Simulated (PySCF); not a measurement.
Telling isomers of C₃H₃F₃O apart by NMR

One conformer, fast rotation and ring inversion assumed for equivalent nuclei, non-relativistic Hamiltonian, isolated molecule. PBE0/pcSseg-1 with gauge-including orbitals; GFN2-xTB geometry; J: B3LYP/pcJ-1 (spin–dipole term left out of most H,H and C,H couplings); PySCF 2.14.

References, each an isolated molecule treated in the same way: TMS for 1H and 13C. Multiplet labels drop J under 1 Hz and among equivalent protons, and merge close values. Unscaled 3J(H,H) run several per cent high. Splittings of carbon signals by F and P are missing where no couplings were computed. Where no couplings were computed, multiplicities follow the n + 1 count of equivalent neighbours, and m marks all less simple cases (inequivalent or close neighbours, rings, F or P nearby). One-bond C–F couplings are unscaled and too large by tens of Hz. Shifts are as computed. Against solution values, carbons near 30 ppm lie about +3 ppm off and those near 130 ppm about +5 ppm. Of 1211 compounds with measured shifts, 218 miss one by over three times the rms of a fit or turn the order of signals round; such compounds aren't used in these exercises.

(1) Tabulate the signals of `C=COC(F)(F)F`, `FC(F)(F)[C@@H]1CO1`, `CC(=O)C(F)(F)F` and their relative energies.

(2) What is the quickest way to tell FC(F)(F)[C@@H]1CO1 from CC(=O)C(F)(F)F?

(3) What is the quickest way to tell C=COC(F)(F)F from FC(F)(F)[C@@H]1CO1?

(4) What is the quickest way to tell C=COC(F)(F)F from CC(=O)C(F)(F)F?

Results:

(1) 
```tsv
SMILES	carbon types	δC	δH	E rel. (kcal/mol)
C=COC(F)(F)F	1×C 1×CH 1×CH2	150.4, 130.1, 103.7	6.42 (ddq, 1H), 5.30 (ddq, 1H), 5.04 (ddq, 1H)	12.7
FC(F)(F)[C@@H]1CO1	1×C 1×CH 1×CH2	132.9, 47.9, 41.4	2.99 (m, 1H), 2.79 (m, 1H), 2.70 (m, 1H)	22.2
CC(=O)C(F)(F)F	2×C 1×CH3	195.6, 125.3, 25.6	2.53 (q, 3H)	0.0
```

Energies are electronic energies at PBE0/pcSseg-1 on these geometries, without zero-point or thermal terms, each for the one conformer computed, which needn't be the lowest.

(2) Both give the same number of carbon signals, but DEPT or the intensities differ. The first has an epoxide ring carbon (CH) at 47.9 ppm, the second a ketone carbonyl carbon (C) at 195.6 ppm. Their most deshielded carbons lie at 132.9 and 195.6 ppm. In the proton spectra the most deshielded non-exchanging signals are 2.99 (m, 1H) and 2.53 (q, J = 1.3 Hz, 3H).

(3) Both give the same number of carbon signals, with the same numbers of each carbon type, so the positions decide. The first has an alkene carbon bearing oxygen (CH) at 150.4 ppm, the second an epoxide ring carbon (CH) at 47.9 ppm. Their most deshielded carbons lie at 150.4 and 132.9 ppm. In the proton spectra the most deshielded non-exchanging signals are 6.42 (ddq, J = 16.5, 9.0, 1.2 Hz, 1H) and 2.99 (m, 1H).

(4) Both give the same number of carbon signals, but DEPT or the intensities differ. The first has an alkene carbon bearing oxygen (CH) at 150.4 ppm, the second a ketone carbonyl carbon (C) at 195.6 ppm. In the proton spectra the most deshielded non-exchanging signals are 6.42 (ddq, J = 16.5, 9.0, 1.2 Hz, 1H) and 2.53 (q, J = 1.3 Hz, 3H).
